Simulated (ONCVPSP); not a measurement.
An all-electron radial function and its pseudo partner (Ta)

Columns: radius, all-electron u(r) and pseudo u(r) of the 5s shell (level -73.00 eV) of tantalum in the configuration [Kr] 4d10 4f14 5s2 5p6 5d3 6s2; PBE, scalar-relativistic, ONCV scheme, ONCVPSP 4.0.1.

```json
{"r (bohr)": "0.095", "all-electron": "0.0687", "pseudo": "0.0705"}
{"r (bohr)": "0.190", "all-electron": "0.2909", "pseudo": "0.1523"}
{"r (bohr)": "0.285", "all-electron": "-0.3804", "pseudo": "0.2531"}
{"r (bohr)": "0.380", "all-electron": "-0.6039", "pseudo": "0.3754"}
{"r (bohr)": "0.475", "all-electron": "-0.3251", "pseudo": "0.5149"}
{"r (bohr)": "0.570", "all-electron": "0.1370", "pseudo": "0.6617"}
{"r (bohr)": "0.665", "all-electron": "0.5649", "pseudo": "0.8021"}
{"r (bohr)": "0.760", "all-electron": "0.8736", "pseudo": "0.9215"}
{"r (bohr)": "0.855", "all-electron": "1.0540", "pseudo": "1.0080"}
{"r (bohr)": "0.950", "all-electron": "1.1272", "pseudo": "1.0540"}
{"r (bohr)": "1.045", "all-electron": "1.1220", "pseudo": "1.0574"}
{"r (bohr)": "1.140", "all-electron": "1.0651", "pseudo": "1.0217"}
{"r (bohr)": "1.235", "all-electron": "0.9781", "pseudo": "0.9549"}
{"r (bohr)": "1.330", "all-electron": "0.8763", "pseudo": "0.8668"}
{"r (bohr)": "1.425", "all-electron": "0.7707", "pseudo": "0.7680"}
{"r (bohr)": "1.520", "all-electron": "0.6682", "pseudo": "0.6678"}
{"r (bohr)": "1.615", "all-electron": "0.5728", "pseudo": "0.5727"}
{"r (bohr)": "1.710", "all-electron": "0.4865", "pseudo": "0.4864"}
{"r (bohr)": "1.805", "all-electron": "0.4102", "pseudo": "0.4102"}
{"r (bohr)": "1.900", "all-electron": "0.3438", "pseudo": "0.3438"}
{"r (bohr)": "1.995", "all-electron": "0.2867", "pseudo": "0.2867"}
{"r (bohr)": "2.090", "all-electron": "0.2381", "pseudo": "0.2381"}
{"r (bohr)": "2.185", "all-electron": "0.1971", "pseudo": "0.1971"}
{"r (bohr)": "2.280", "all-electron": "0.1627", "pseudo": "0.1626"}
{"r (bohr)": "2.375", "all-electron": "0.1339", "pseudo": "0.1339"}
{"r (bohr)": "2.470", "all-electron": "0.1100", "pseudo": "0.1099"}
```

**Question.** How many radial nodes do the two functions have?

**Answer.** The all-electron 5s function has n − l − 1 = 4 (the table is too coarse to show those close to the nucleus); the pseudo-wave has 0, since the states of the same l below it are removed with the core.

**Question.** At about which radius was the pseudo-wave matched?

**Answer.** 1.65 bohr. The columns agree to 0.0005 from 1.52 bohr on; several derivatives are matched, so the curves merge somewhat inside the radius.

**Question.** Where does each function peak?

**Answer.** Outermost all-electron maximum near 0.95 bohr, pseudo maximum near 1.04 bohr (to the table’s step).

**Question.** Is the pseudo-wave norm-conserving?

**Answer.** Yes: the ONCV scheme keeps the norm inside the radius equal to the all-electron one, which fixes the energy derivative of the logarithmic derivative at the level.
